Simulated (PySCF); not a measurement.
Job file and geometry (Å, from GFN2-xTB) of an NMR shielding run on SMILES CC(C)PCCP, C₅H₁₄P₂, PySCF 2.14.0, density-fitted response routines, GIAO PBE0/pcSseg-1 NMR shielding, non-relativistic, gas phase; density fitting, a coarse starting grid and PySCF grid level 2 are the driver's defaults:

```
$ OMP_NUM_THREADS=1 python probes_run.py task.json out

{"job": {"kind": "nmr", "xc": "PBE0", "basis": "pcSseg-1"}, "charge": 0, "multiplicity": 1}
C     -2.299165    -1.281857    -0.911775
C     -1.517622    -0.471838     0.119971
C     -2.139152     0.906840     0.305953
P      0.275613    -0.427162    -0.443599
C      1.105150     0.287695     1.052254
C      2.491798     0.735285     0.601154
P      2.949728    -0.306238    -0.865774
H     -1.888474    -2.286295    -0.999202
H     -2.237445    -0.804170    -1.888863
H     -3.348156    -1.357871    -0.630773
H     -1.528596    -1.009419     1.076968
H     -2.155010     1.444815    -0.640474
H     -1.590776     1.501950     1.032611
H     -3.165234     0.808090     0.657952
H      0.177700     0.781053    -1.144232
H      1.189350    -0.522565     1.784962
H      0.535491     1.098750     1.510572
H      2.464617     1.775587     0.259978
H      3.236683     0.659632     1.397196
H      3.111639    -1.494317    -0.155309
H      4.322942    -0.021022    -0.810637
```

Q: What does the program print?

A: 
```
coarse grid: 17360 points
cycle   1  E = -880.9825500055  dE =  5.071e-01  |g| = 4.104e-01  |ddm| = 3.995e+00
cycle   2  E = -880.9714674247  dE =  1.108e-02  |g| = 4.641e-01  |ddm| = 8.328e-01
cycle   3  E = -881.0282733939  dE = -5.681e-02  |g| = 4.595e-02  |ddm| = 4.642e-01
cycle   4  E = -881.0287565832  dE = -4.832e-04  |g| = 2.215e-02  |ddm| = 8.978e-02
cycle   5  E = -881.0288802306  dE = -1.236e-04  |g| = 3.989e-03  |ddm| = 2.640e-02
cycle   6  E = -881.0288837479  dE = -3.517e-06  |g| = 8.864e-04  |ddm| = 4.747e-03
final grid: 155104 points
cycle   7  E = -881.0733042927  dE = -4.704e-05  |g| = 9.616e-03  |ddm| = 3.865e-02
cycle   8  E = -881.0732893230  dE =  1.497e-05  |g| = 1.222e-02  |ddm| = 1.906e-02
cycle   9  E = -881.0733281470  dE = -3.882e-05  |g| = 6.956e-04  |ddm| = 1.188e-02
cycle  10  E = -881.0733282687  dE = -1.217e-07  |g| = 2.324e-04  |ddm| = 1.038e-03
cycle  11  E = -881.0733282815  dE = -1.283e-08  |g| = 3.936e-05  |ddm| = 2.120e-04
cycle  12  E = -881.0733282819  dE = -3.809e-10  |g| = 1.203e-05  |ddm| = 7.162e-05
converged SCF energy = -881.0733282819

GIAO shielding tensors (ppm)
atom      isotropic    diamagn.    paramagn.     s11        s22        s33       span
  0 C      161.414     246.946     -85.532    142.062    157.297    184.883     42.821
  1 C      157.870     251.746     -93.875    151.270    157.071    165.270     14.000
  2 C      160.754     248.263     -87.509    140.566    155.871    185.825     45.258
  3 P      383.449     967.257    -583.807    311.325    362.068    476.955    165.631
  4 C      166.003     254.394     -88.391    149.823    166.280    181.906     32.082
  5 C      171.610     251.662     -80.052    159.957    167.884    186.988     27.032
  6 P      510.689     964.076    -453.388    433.300    529.385    569.381    136.081
  7 H       30.267      29.902       0.365     25.522     28.500     36.779     11.257
  8 H       30.876      30.196       0.679     27.283     29.365     35.979      8.696
  9 H       30.524      28.983       1.541     25.822     27.875     37.875     12.053
 10 H       30.642      34.117      -3.475     26.993     29.405     35.527      8.534
 11 H       31.036      31.277      -0.241     27.784     29.204     36.120      8.336
 12 H       30.069      31.942      -1.873     24.622     30.278     35.306     10.684
 13 H       30.397      29.888       0.509     25.598     27.516     38.077     12.479
 14 H       29.293      32.219      -2.926     24.514     30.845     32.521      8.007
 15 H       30.117      33.479      -3.362     25.505     28.963     35.885     10.380
 16 H       29.363      33.680      -4.317     23.818     29.235     35.036     11.218
 17 H       30.091      30.785      -0.694     25.523     28.161     36.589     11.066
 18 H       29.064      29.585      -0.522     23.084     27.139     36.969     13.885
 19 H       29.413      29.456      -0.043     24.617     27.766     35.856     11.239
 20 H       28.690      28.015       0.675     23.863     25.363     36.845     12.981
```

Size and cost of the density-fitted run: 203 basis functions, 26 s wall time on 1 thread of an Arm Neoverse V2, shared host; peak memory 0.93 GiB.
